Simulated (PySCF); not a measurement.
Species: `CS[SiH2]S/C=C\C(F)(F)F`. The columns A, B, C and D hold Mulliken, IAO, Hirshfeld and ESP-fitted charges (e) of one PBE0/pcSseg-1 density (PySCF), in a shuffled order. Coordinates in Å (GFN2-xTB); the density's dipole moment is (5.17, -1.32, -0.77) D.

```
atom       x       y       z       A       B       C       D
  C1   3.802  -0.668   0.043  -0.413  -0.496  -0.107  -0.388
  S2   1.999  -0.782   0.238  -0.244  -0.174  -0.075  -0.317
 Si3   1.507   1.267  -0.104  +0.372  +0.628  +0.299  +0.587
  S4  -0.617   1.565   0.149  -0.130  -0.057  -0.035  -0.132
  C5  -1.286  -0.026  -0.072  -0.210  -0.220  -0.048  -0.249
  C6  -2.589  -0.299  -0.061  -0.233  -0.246  -0.101  -0.220
  C7  -3.652   0.732   0.137  +0.579  +0.798  +0.252  +0.807
  F8  -3.629   1.708  -0.790  -0.180  -0.283  -0.103  -0.270
  F9  -3.582   1.349   1.330  -0.180  -0.282  -0.103  -0.269
 F10  -4.877   0.185   0.071  -0.206  -0.285  -0.100  -0.277
 H11   4.041  -0.321  -0.956  +0.155  +0.160  +0.050  +0.159
 H12   4.208   0.005   0.790  +0.156  +0.161  +0.051  +0.160
 H13   4.192  -1.669   0.194  +0.221  +0.180  +0.060  +0.173
 H14   1.870   1.626  -1.470  -0.040  -0.124  -0.073  -0.039
 H15   2.133   2.116   0.896  -0.023  -0.111  -0.067  -0.048
 H16  -0.572  -0.822  -0.213  +0.201  +0.169  +0.042  +0.191
 H17  -2.954  -1.304  -0.193  +0.176  +0.182  +0.059  +0.132
```

Q: Which column most likely holds the ESP-fitted charges?

A: A. Σ q r misses the density's dipole by 0.13 D (A), 0.39 D (B), 1.80 D (C), 2.28 D (D). Charges fitted to the outside potential are the only set here that is tied to the molecule's multipoles.

Q: And the Hirshfeld charges?

A: C. The mean sizes are 0.096 e (C), 0.219 e (A), 0.260 e (D), 0.268 e (B), and Hirshfeld charges are commonly the smallest of these schemes.

As computed, A = ESP-fitted, B = IAO, C = Hirshfeld, D = Mulliken. Hydrogens on carbon: ESP-fitted +0.16 to +0.22, IAO +0.16 to +0.18, Hirshfeld +0.04 to +0.06, Mulliken +0.13 to +0.19 e.

The Mulliken scheme gives each basis function's population to the atom it is centred on and halves the overlap population of two atoms between them. The IAO scheme counts the electrons in orthogonalised intrinsic atomic orbitals, a minimal basis polarised so that it spans the occupied orbitals exactly.

Isolated species at its GFN2-xTB geometry (one conformer only).

The values belong to the conformer `[CH3:1][S:2][SiH2:3][S:4]/[CH:5]=[CH:6]\[C:7]([F:8])([F:9])[F:10]`: C1–S2–Si3–S4 -177°, S2–Si3–S4–C5 -22°, Si3–S4–C5–C6 -177°, C5–C6–C7–F8 59°.
